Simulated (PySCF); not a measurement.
A made-up structure of AlH3SeO, closed shell:

```
atom    x (Å)    y (Å)    z (Å)
  O1  -0.8537  -1.0538  -0.2168
 Al2   0.1735   0.2713  -0.4549
 Se3   1.1427   1.1764   1.4347
  H4  -1.3053  -1.5038  -0.9288
  H5   0.4703   0.8759  -1.8809
  H6  -0.4080   0.1266   0.9421
```

It is relaxed with PBE-D4/def2-SVP and then PBE0-D4/def2-TZVP (PySCF 2.14 with density fitting (its default auxiliary sets; JK sets also for MP2 and CCSD(T))). Atoms count as bonded within 1.22 times the sum of their covalent radii (H–H: 0.88 Å). The end point is not checked to be a true minimum.

Task: Does its bonding change? (A judgement: the text doesn't fix the answer.)

Result: The calculation gives: Yes. Formed: Se3–H6; broken: Al2–H6.

Where it ends: The first stage lowers the energy by 2.27 eV in 17 steps. It ends as AlH₃SeO ([OH][AlH][SeH]):
```
6
angstrom
O -1.1035 -0.8928 -0.6369
Al 0.0896 0.3086 -0.6216
Se 1.0165 0.8132 1.4318
H -1.5491 -1.1822 -1.4314
H 0.5621 1.0599 -1.9252
H 0.1609 -0.1920 2.0787
```

Labels in which every atom is bracketed show which atoms are joined, not bond orders.

For scale, one of the runs: PBE0-D4/def2-TZVP relaxation, 134 basis functions, launched by `OMP_NUM_THREADS=2 python run.py`. Hardware: 2 CPU threads of a Oxide Virtual Turin-like, shared host. Wall time 45 s; peak host memory 1.2 GiB.
